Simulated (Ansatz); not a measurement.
Ansatz (a program for electronic structure) input (CCSD(T)/aug-cc-pVDZ):

Ansatz 0.2 input:
```yaml
crystal:
  periodic: [false, false, false]
  atoms:
    - {symbol: C, position_ang: [-0.62794851, 0.14455976, 0.02211786]}
    - {symbol: N, position_ang: [0.49295516, -0.32648534, -0.03155171]}
    - {symbol: H, position_ang: [-1.02369726, 1.16622664, 0.09804423]}
    - {symbol: H, position_ang: [1.34070217, 0.25181215, -0.00988943]}
basis:
  gaussian:
    orbitals: aug-cc-pVDZ
magnetization: {spin_polarized: true, initial_magnetization: 1}
correlation: {method: ccsd_t, electrons: outside_noble_gas}
```

Output:

```
Functional definition: HF
integrals: 0.06 GiB planned
636 factors; integrals over basis functions are off by at most 7.1e-4 eV
mean field: 0.12 GiB planned
mean field evaluation 1: about -2539.8939 eV, gradient 1.9e1 eV
mean field evaluation 2: about -2539.8957 eV, gradient 1.9e1 eV
mean field evaluation 4: about -2541.6968 eV, gradient 2.9e0 eV
mean field evaluation 8: about -2541.8256 eV, gradient 3.5e-1 eV
mean field evaluation 16: about -2539.8932 eV, gradient 1.9e1 eV
mean field evaluation 32: about -2541.8470 eV, gradient 8.4e-4 eV
mean field evaluation 64: about -2538.3483 eV, gradient 1.4e-2 eV
mean field -2541.84700399 eV, -93.4111544708 hartree, gradient 6.7e-6 eV, S^2 0.820560; 4 other end points of the search recorded, 0 dependent functions left out
determinant -2541.84700399 eV, -93.4111544708 hartree, with singles and doubles -2550.15258462 eV, -93.7163789294 hartree
determinant -2538.34828962 eV, -93.2825790891 hartree, with singles and doubles -2547.02897212 eV, -93.6015882871 hartree
2 core orbitals not correlated
reference -2541.84700399 eV, -93.4111544708 hartree; 6, 5 occupied and 56, 57 virtual orbitals, 636 factors
second order -7.65126362 eV of doubles, -0.00000000 eV of singles
coupled cluster: 0.20 GiB planned
cycle   1  -8.29007528 eV  change   -2.3e-1 eV  update   2.1e-2
cycle   2  -8.30521511 eV  change   -1.5e-2 eV  update   6.3e-3
cycle   3  -8.30772912 eV  change   -2.5e-3 eV  update   3.3e-3
cycle   4  -8.30970959 eV  change   -2.0e-3 eV  update   1.4e-3
cycle   5  -8.31083514 eV  change   -1.1e-3 eV  update   6.5e-4
cycle   6  -8.31157507 eV  change   -7.4e-4 eV  update   3.3e-4
cycle   7  -8.31184137 eV  change   -2.7e-4 eV  update   1.5e-4
cycle   8  -8.31193540 eV  change   -9.4e-5 eV  update   5.8e-5
cycle   9  -8.31193795 eV  change   -2.5e-6 eV  update   2.1e-5
cycle  10  -8.31193633 eV  change    1.6e-6 eV  update   8.7e-6
coupled cluster: 0.20 GiB planned
perturbative correction -0.33005266 eV, -0.0121292115 hartree
Total energy: -2550.48899298 eV, -93.7287417086 hartree
```

It need not be the lowest isomer of its formula.
